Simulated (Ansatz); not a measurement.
Geometry optimisation, RKS PBE0/6-31G* in Ansatz.

Input:

```yaml
crystal:
  periodic: [false, false, false]
  atoms:
    - { symbol: Si, position_ang: [0.0, 0.0, 0.0] }
    - { symbol: Si, position_ang: [0.0, 0.0, 2.22] }
    - { symbol: H, position_ang: [-1.3148, -0.4067, 2.7074] }
    - { symbol: H, position_ang: [1.0096, -0.9353, 2.7074] }
    - { symbol: H, position_ang: [0.3052, 1.342, 2.7074] }
    - { symbol: H, position_ang: [1.3768, 0.0, -0.4862] }
    - { symbol: O, position_ang: [-0.7913, 1.3709, -0.5594] }
    - { symbol: H, position_ang: [-1.7491, 1.1401, -0.7818] }
    - { symbol: O, position_ang: [-0.7913, -1.3709, -0.5594] }
    - { symbol: H, position_ang: [-1.2459, -1.8365, 0.2129] }
basis:
  gaussian: { orbitals: "6-31G*" }
hamiltonian:
  xc: pbe0
relax:
  f_tol: 0.02
  max_steps: 40
output:
  orbitals: {}
```

Command:

```bash
$ ansatz run input.yaml --threads 1 --pin off --max-ram 2048MiB --backend cpu --events-out ev --progress --plain --runs-dir out
```

Question: Where does it end, and by what steps?

Answer: The forces met the threshold. The force dipped under the threshold on the way, but the program's further checks kept it going. After 17 steps the energy has fallen by 0.330 eV; H8 moved furthest, 0.52 Å.

```csv
step,energy less start (eV),largest force component (eV/Å),accepted
0,0.0000,1.811,yes
1,-0.2549,0.900,yes
2,-0.2778,0.307,yes
3,-0.2861,0.255,yes
4,-0.2901,0.332,yes
5,-0.2992,0.121,yes
6,-0.3064,0.424,yes
7,-0.2744,1.786,no
8,-0.3156,0.101,yes
9,-0.3182,0.651,yes
10,-0.3280,0.024,yes
11,-0.3280,0.059,no
12,-0.3282,0.022,yes
13,-0.3295,0.044,yes
14,-0.3294,0.144,no
15,-0.3299,0.005,yes
16,-0.3300,0.023,yes
17,-0.3300,0.010,yes
```

```xyz
10
Properties=species:S:1:pos:R:3
Si -0.001 -0.070 -0.086
Si -0.017 0.056 2.259
H -1.412 -0.142 2.767
H 0.834 -1.003 2.876
H 0.448 1.387 2.745
H 1.342 0.101 -0.680
O -0.905 1.173 -0.720
H -1.756 1.355 -0.305
O -0.485 -1.587 -0.567
H -1.250 -1.966 -0.120
```

Whether the end is a true minimum wasn't checked by a vibrational analysis.

Run time: 68 s on 1 thread of Arm Neoverse V1 (shared host), peak memory 0.16 GiB.
